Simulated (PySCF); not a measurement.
**Basis-set dependence of excited states**

Compound: CH6Al2Cl2.
Structure used (PBE0-D3(BJ)/def2-SVP), in Å, numbered top down from 1:
```xyz
11
CH6Al2Cl2 angstrom
C     -2.088   -0.363   -0.111
Al    -0.605    0.894   -0.064
Cl     0.930    0.212    1.554
Al     2.452   -0.363   -0.087
Cl     0.939    0.286   -1.704
H     -2.121   -0.902   -1.072
H     -3.055    0.150    0.019
H     -1.998   -1.120    0.685
H     -0.633    2.471   -0.018
H      2.566   -1.936   -0.127
H      3.632    0.683   -0.057
```

TDDFT with PBE0 (PySCF), vertical singlets, core orbitals frozen in the response, spherical d and f functions. Geometry: PBE0-D3(BJ)/def2-SVP; no solvent, vibrations or thermal averaging.

Task: How do the low singlets change with the basis? Take 6-31G*, def2-SVP, 6-31+G*, def2-SVPD, aug-cc-pVDZ, def2-TZVP and def2-TZVPD.

Result: 

| basis | functions | diffuse | S1 (eV) | S2 (eV) | S3 (eV) | S4 (eV) | S5 (eV) | LUMO (eV) | α (au) |
| --- | --- | --- | --- | --- | --- | --- | --- | --- | --- |
| 6-31G* | 98 | no | 6.28 | 6.73 | 7.31 | 7.46 | 7.47 | -0.67 | 74.3 |
| def2-SVP | 116 | no | 6.33 | 6.76 | 7.44 | 7.49 | 7.62 | -0.62 | 75.6 |
| 6-31+G* | 118 | yes | 6.24 | 6.67 | 7.02 | 7.26 | 7.37 | -0.82 | 82.3 |
| def2-SVPD | 170 | yes | 6.20 | 6.61 | 7.04 | 7.27 | 7.36 | -0.80 | 92.8 |
| aug-cc-pVDZ | 185 | yes | 6.14 | 6.57 | 6.93 | 7.18 | 7.25 | -0.86 | 94.0 |
| def2-TZVP | 215 | no | 6.23 | 6.64 | 7.20 | 7.37 | 7.41 | -0.71 | 88.3 |
| def2-TZVPD | 269 | yes | 6.17 | 6.57 | 6.94 | 7.18 | 7.30 | -0.82 | 94.0 |

States are compared by their number. Against the largest diffuse basis here (def2-TZVPD, itself not a converged limit), sets without diffuse functions differ by up to 0.17 eV in S1 and 0.32 eV in S5; the smaller diffuse sets differ by up to 0.07 and 0.07 eV. State by state, the largest deviation of a set without diffuse functions is S1 0.17, S2 0.19, S3 0.50, S4 0.30, S5 0.32 eV. The same number needn't mean the same state in each row. Against def2-TZVPD the polarisability deviates by -21% in 6-31G*, -20% in def2-SVP, -12% in 6-31+G*, -1% in def2-SVPD, 0% in aug-cc-pVDZ, -6% in def2-TZVP. A single + in a Pople set puts diffuse functions on heavy atoms only.
